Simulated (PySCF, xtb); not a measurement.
ReO2F2, SMILES [O]=[Re](=[O])([F])[F] (connectivity only; charge and spin as stated), neutral, multiplicity 2.

Harmonic wavenumbers (cm⁻¹) from GFN2-xTB run with xtb 6.7.1 at its own minimum, in rising order: 47, 194, 218, 220, 273, 460, 511, 924, 969.

Question: What does PBE-D3(BJ)/def2-SVP in PySCF give at its own minimum? (The exact figures need the calculation; the answer reports its results.)

Answer: 93, 206, 221, 250, 318, 648, 687, 984, 1014. Paired by order, the mean absolute difference is 67 cm⁻¹ and the zero-point energies are 5.5 and 6.3 kcal/mol.
